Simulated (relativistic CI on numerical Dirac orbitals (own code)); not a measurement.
V⁺: L2,3 absorption edge

Computed with this model: Dirac-Coulomb-Breit CI, separate exchange-only KLI orbitals for each configuration, model QED (radiative potential, 1s self-energy scaled to tabulated hydrogen-like ionisation energies), multiplet model of core-to-valence dipole absorption, unscaled Slater integrals; configurations [Ar] 3d4 → [He] 2s2 2p5 3s2 3p6 3d5; 300 K; Lorentzian 0.24 eV and Gaussian 0.3 eV FWHM. Energies are those of the free ion, without screening or charge transfer. The branching ratio is the share of the lower-energy edge in the whole absorption, uncertain by about 0.02 where the edges overlap. S is read from ⟨S²⟩ = S(S + 1).

Field parameters in Wybourne normalisation: D4h B²₀ = −7Ds, B⁴₀ = 21(Dq − Dt), B⁴₄ = 21√(5/14) Dq; Oh B⁴₀ = 21Dq, B⁴₄ = √(5/14) B⁴₀; Td as Oh with Dq negative (B⁴₀ = 21Dq, B⁴₄ = √(5/14) B⁴₀). The field is a parameter set, without covalency.

free ion: ground-state S = 2.00, centroid 516.74 eV. Peaks (eV, height): 510.9 (11), 511.4 (11), 513.8 (100), 514.4 (71), 515.3 (73), 516.1 (63), 518.0 (32), 518.5 (26), 518.9 (26), 520.9 (19), 521.5 (32), 522.1 (28), 522.6 (24), 523.3 (16), 524.3 (13).

Oh, 10Dq = 4650 cm⁻¹: ground-state S = 2.00, centroid 516.95 eV. Peaks (eV, height): 510.4 (8), 511.2 (9), 511.7 (7), 514.0 (100), 514.7 (84), 515.6 (68), 516.5 (44), 518.3 (30), 518.9 (35), 519.3 (35), 520.5 (29), 521.8 (42), 522.4 (40), 524.3 (8).

Td, 10Dq = -1700 cm⁻¹: ground-state S = 2.00, centroid 516.84 eV. Peaks (eV, height): 510.1 (7), 511.0 (11), 511.5 (9), 513.9 (100), 514.6 (81), 515.4 (74), 516.2 (59), 518.1 (34), 518.6 (31), 519.0 (33), 520.4 (21), 521.6 (36), 522.2 (36), 523.3 (15), 524.3 (10).

Td, 10Dq = -8350 cm⁻¹: ground-state S = 2.00, centroid 516.92 eV. Peaks (eV, height): 510.5 (7), 511.3 (9), 512.9 (28), 514.1 (100), 514.8 (93), 515.7 (61), 518.3 (31), 518.9 (32), 519.3 (31), 520.1 (23), 520.6 (18), 521.9 (41), 522.4 (37).

Oh, 10Dq = 7200 cm⁻¹: ground-state S = 2.00, centroid 516.99 eV. Peaks (eV, height): 510.6 (8), 511.4 (8), 512.0 (7), 514.2 (100), 514.8 (87), 515.5 (67), 516.8 (36), 518.3 (29), 519.1 (36), 519.5 (32), 520.4 (28), 522.0 (43), 522.5 (39), 523.3 (18), 524.6 (6).

D4h, 10Dq = 16600, Ds = 2830, Dt = -760 cm⁻¹: ground-state S = 1.00, centroid 517.86 eV. Peaks (eV, height): 511.7 (30), 514.2 (61), 515.2 (100), 519.2 (18), 521.3 (71), 522.2 (79), 523.1 (30).

Strongest unbroadened transitions for Td, 10Dq = -1700 cm⁻¹:

```csv
Energy (eV),Relative strength
511.51,36.6
513.61,37.0
513.66,43.4
513.77,54.3
513.82,81.0
513.85,100.0
513.97,90.3
514.16,37.5
514.54,49.9
514.72,48.2
515.04,58.1
515.53,46.9
516.11,40.8
516.25,39.7
517.99,57.0
518.00,38.8
519.01,39.2
519.03,38.9
```
